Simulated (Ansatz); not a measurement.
Basis-set extrapolation for C3H8SSi (`CS[SiH]1CC1`) (PBE0-D4/def2-TZVP geometry, frozen core, the Gaussian-basis code of Ansatz). Multiplicity 1, RHF reference.

```json
{"": "HF", "def2-TZVPP": "-804.773465", "def2-QZVPP": "-804.799192"}
{"": "MP2 correlation", "def2-TZVPP": "-0.816694", "def2-QZVPP": "-0.874015"}
{"": "CCSD(T) correlation", "def2-TZVPP": "-0.913217", "def2-QZVPP": "not run"}
```

Energies in hartree. Use E(X) = E(∞) + A·exp(−7.88·√X) for Hartree–Fock and E(X) = E(∞) + B·X^(−2.97) for correlation, with X = 3 and 4, and add CCSD(T) minus MP2 of the smaller set to the MP2 limit.

Question: What is the CCSD(T) energy at the basis-set limit?

Answer: HF limit: -804.799192 + (-0.025727) × 0.13774 = -804.80274. MP2 limit: -0.874015 + (-0.057321) × 0.74074 = -0.91647. Higher-order term: -0.913217 − (-0.816694) = -0.09652. Total: -805.81573 hartree, 81.0 kcal/mol below CCSD(T)/def2-TZVPP.
